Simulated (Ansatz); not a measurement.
`F[Si](F)(F)I` + HI → `F[Si](F)(I)I` + H–F  (ligand exchange at the Si–F bond)

Computed with Ansatz on PBE0-D4/def2-TZVP structures; ΔE is electronic, products minus reactants. CCSD(T)/CBS is the MP2 limit (def2-TZVPP, def2-QZVPP) plus CCSD(T) − MP2 in def2-TZVPP, frozen cores. This one scheme is used for every species. DFT in def2-TZVPP. HSE06 is defined as in plane-wave codes. def2 core potentials past Kr. For I outer-core shells are correlated without core-valence functions, which leaves a few kJ/mol of doubt a bond.

CCSD(T)/CBS gives +65.5 kJ/mol.

**Question.** Another level gave +73.3 kJ/mol. Which?
A. ωB97M-V/def2-TZVPP
B. PBE-QIDH/def2-TZVPP
C. CCSD/def2-TZVPP
D. HSE06-D4/def2-TZVPP

**Answer.** A. ωB97M-V 73.3, PBE-QIDH 66.6, HSE06-D4 58.6, CCSD/def2-TZVPP 82.0 kJ/mol.

Largest T1 diagnostic among the species: 0.010.

At CCSD(T), def2-SVP lies +13.4 kJ/mol from the extrapolated value and def2-TZVPP +11.8 kJ/mol. The D4 term adds −11.4 kJ/mol with B3LYP and −6.0 kJ/mol with PBE0; it sums over pairs of atoms, weighted by their polarisabilities, and B3LYP, whose exchange is more repulsive, gets the larger term.

B3LYP here is the variant with VWN-RPA as its local correlation; programs differ in this.
